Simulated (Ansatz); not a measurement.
```yaml
atoms:
  - { symbol: B, position_ang: [0.0000, 0.0000, 1.6229] }
  - { symbol: B, position_ang: [0.0000, 0.0000, -1.6229] }
  - { symbol: P, position_ang: [0.0000, 0.0000, 5.3130] }
  - { symbol: P, position_ang: [0.0000, 0.0000, -5.3130] }
```

Basis set: pcseg-2 (spherical functions). Charge 0, multiplicity 1.

Computed with Ansatz (development build ahead of 0.2.0); each method stands on the lowest determinant of its kind that the runs found. Restricted functionals stand beside restricted open-shell atoms, which can lie above the unrestricted atoms usual in DFT and then raise those values.

Question: Give the atomization energy at this shape (free ground-state atoms in the same class of orbitals less the molecule, no zero-point energy) of singlet B2P2 by PBE (unrestricted), PBE (restricted).

Answer:

| method | atomization energy |
| --- | --- |
| PBE (unrestricted) | 0.94 eV |
| PBE (restricted) | -1.70 eV |

Caution: charge can spread falsely over distant fragments; the shape is not the minimum. Caution for PBE (unrestricted): the unrestricted determinant is a mixture of spin states. Caution for PBE (restricted): an unrestricted determinant lies well below; the molecule lies well above its atoms at this level.
